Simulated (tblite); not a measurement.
Species: C3H12O3SSi2.
SMILES with atom numbers: `[CH3:1][C@@H:2]([SiH2:3][SiH2:4][OH:5])[S:6]([CH3:7])(=[O:8])=[O:9]` (hydrogens: H10, H11, H12 on C1; H13 on C2; H14, H15 on Si3; H16, H17 on Si4; H18 on O5; H19, H20, H21 on C7)

Computed with GFN2-xTB (tblite), gas phase: L-BFGS steps from a force-field or distance-geometry start until the largest atomic force falls under 0.01 eV/Å.

Step 29: E = -856.7397 eV
```
atom  x, y, z in Å  |  force x, y, z in eV/Å
C1     -0.7585    0.5241   -1.6623    0.015   0.000   0.001
C2     -0.8169   -0.4610   -0.5208    0.031  -0.055   0.002
Si3     0.5883   -1.7833   -0.4778    0.039   0.005   0.047
Si4     2.6776   -0.9720    0.1126    0.007  -0.009  -0.029
O5      2.8005    0.6183   -0.1424    0.032   0.009   0.020
S6     -0.6043    0.4267    1.0138    0.025   0.018  -0.022
C7     -2.1160    1.4043    1.3252    0.064  -0.058  -0.011
O8      0.4611    1.3972    0.8548   -0.007   0.082   0.035
O9     -0.4341   -0.5256    2.0796   -0.047   0.033  -0.021
H10    -0.7777    0.0048   -2.6176   -0.023  -0.003  -0.019
H11     0.1645    1.0939   -1.5983    0.031   0.035  -0.019
H12    -1.5935    1.2219   -1.6258   -0.033   0.027  -0.062
H13    -1.7980   -0.9226   -0.4375   -0.016  -0.003   0.018
H14     0.4749   -2.3257   -1.8485   -0.056  -0.013  -0.026
H15     0.0359   -2.8313    0.3863   -0.013  -0.021  -0.003
H16     2.9735   -1.3231    1.5055    0.030  -0.007   0.025
H17     3.7401   -1.4886   -0.7554   -0.046   0.015   0.009
H18     2.1154    1.1867    0.2383    0.006  -0.034   0.003
H19    -2.1431    2.2023    0.5937   -0.014  -0.019   0.040
H20    -2.0144    1.8075    2.3249   -0.045   0.004  -0.015
H21    -2.9844    0.7626    1.2513    0.020  -0.007   0.028
```

Step 30: E = -856.7410 eV
```
atom  x, y, z in Å  |  force x, y, z in eV/Å
C1     -0.7577    0.5231   -1.6679    0.011   0.009   0.011
C2     -0.8166   -0.4601   -0.5235    0.019  -0.044  -0.029
Si3     0.5888   -1.7837   -0.4763    0.008  -0.026   0.022
Si4     2.6786   -0.9741    0.1136   -0.026   0.014  -0.015
O5      2.7988    0.6178   -0.1314    0.034   0.012   0.011
S6     -0.6047    0.4302    1.0093    0.060  -0.001  -0.034
C7     -2.1154    1.4034    1.3285    0.036  -0.039   0.002
O8      0.4564    1.4052    0.8483    0.002   0.082   0.033
O9     -0.4266   -0.5243    2.0717   -0.048   0.036   0.001
H10    -0.7714    0.0026   -2.6238   -0.032   0.016   0.018
H11     0.1642    1.0955   -1.6002    0.020   0.023  -0.026
H12    -1.5938    1.2215   -1.6331   -0.010  -0.007  -0.073
H13    -1.7983   -0.9213   -0.4376   -0.002   0.002   0.007
H14     0.4748   -2.3338   -1.8473   -0.054   0.012   0.023
H15     0.0331   -2.8280    0.3926   -0.002  -0.005  -0.022
H16     2.9745   -1.3295    1.5051    0.037  -0.015   0.028
H17     3.7375   -1.4828   -0.7604   -0.020   0.000  -0.004
H18     2.1088    1.1840    0.2442    0.007  -0.034   0.008
H19    -2.1452    2.2051    0.6010   -0.021  -0.031   0.033
H20    -2.0109    1.8047    2.3288   -0.040  -0.001  -0.010
H21    -2.9839    0.7614    1.2578    0.020  -0.003   0.017
```

Step 31: E = -856.7423 eV
```
atom  x, y, z in Å  |  force x, y, z in eV/Å
C1     -0.7567    0.5224   -1.6728    0.006   0.015   0.011
C2     -0.8160   -0.4601   -0.5265    0.007  -0.011  -0.047
Si3     0.5895   -1.7845   -0.4745   -0.023  -0.048  -0.009
Si4     2.6793   -0.9756    0.1145   -0.043   0.031   0.013
O5      2.7981    0.6176   -0.1211    0.029   0.010   0.004
S6     -0.6040    0.4335    1.0045    0.072  -0.006  -0.034
C7     -2.1139    1.4017    1.3315   -0.001  -0.013   0.013
O8      0.4522    1.4140    0.8431    0.012   0.065   0.026
O9     -0.4207   -0.5225    2.0645   -0.034   0.032   0.021
H10    -0.7664    0.0010   -2.6291   -0.033   0.028   0.042
H11     0.1643    1.0975   -1.6023    0.002   0.007  -0.030
H12    -1.5944    1.2210   -1.6412    0.014  -0.038  -0.070
H13    -1.7987   -0.9201   -0.4375    0.018   0.008  -0.004
H14     0.4733   -2.3410   -1.8458   -0.049   0.030   0.062
H15     0.0305   -2.8252    0.3978    0.006   0.003  -0.032
H16     2.9762   -1.3357    1.5052    0.038  -0.018   0.017
H17     3.7347   -1.4773   -0.7649    0.005  -0.014  -0.016
H18     2.1030    1.1808    0.2497    0.005  -0.025   0.014
H19    -2.1476    2.2070    0.6083   -0.023  -0.036   0.016
H20    -2.0086    1.8021    2.3321   -0.025  -0.009  -0.003
H21    -2.9830    0.7603    1.2642    0.018  -0.009   0.005
```

Q: Estimate the geometry and energy of step 32. (The exact step hangs on the optimiser's Hessian estimate; all steps are aligned on step 31, rigid shifts and turns removed.)

A: E = -856.7435 eV, largest force 0.100 eV/Å
```
atom  x, y, z in Å  |  force x, y, z in eV/Å
C1     -0.7554    0.5220   -1.6776    0.002   0.016   0.003
C2     -0.8149   -0.4603   -0.5304   -0.001   0.031  -0.042
Si3     0.5899   -1.7861   -0.4728   -0.043  -0.047  -0.031
Si4     2.6791   -0.9768    0.1154   -0.040   0.034   0.039
O5      2.7977    0.6177   -0.1106    0.018   0.003   0.000
S6     -0.6020    0.4370    0.9992    0.058   0.001  -0.018
C7     -2.1123    1.3995    1.3347   -0.034   0.011   0.020
O8      0.4481    1.4246    0.8385    0.022   0.030   0.014
O9     -0.4155   -0.5197    2.0577   -0.008   0.025   0.033
H10    -0.7619   -0.0002   -2.6338   -0.027   0.028   0.046
H11     0.1644    1.0998   -1.6054   -0.013  -0.007  -0.031
H12    -1.5948    1.2198   -1.6511    0.028  -0.056  -0.055
H13    -1.7986   -0.9186   -0.4376    0.036   0.015  -0.015
H14     0.4712   -2.3479   -1.8432   -0.044   0.039   0.081
H15     0.0280   -2.8225    0.4026    0.007   0.001  -0.032
H16     2.9785   -1.3423    1.5054    0.036  -0.018  -0.003
H17     3.7315   -1.4725   -0.7699    0.017  -0.022  -0.020
H18     2.0971    1.1771    0.2560    0.005  -0.011   0.019
H19    -2.1506    2.2083    0.6161   -0.026  -0.034  -0.007
H20    -2.0067    1.7994    2.3355   -0.006  -0.019   0.007
H21    -2.9818    0.7587    1.2708    0.012  -0.021  -0.008
```

The energy changes by -0.0013 eV. The first-order estimate −F·Δx gives -0.0018 eV and the mean of the old and new forces, exact on a quadratic surface, -0.0013 eV. The step makes an angle of 76° with the force vector and moves no atom by more than 0.012 Å.

The cost below is that of the whole relaxation. Hardware: one thread, Arm Neoverse N1 (aarch64), shared host with 64 logical CPUs at a one-minute load of 59. Cost: 2.1 s of wall time.
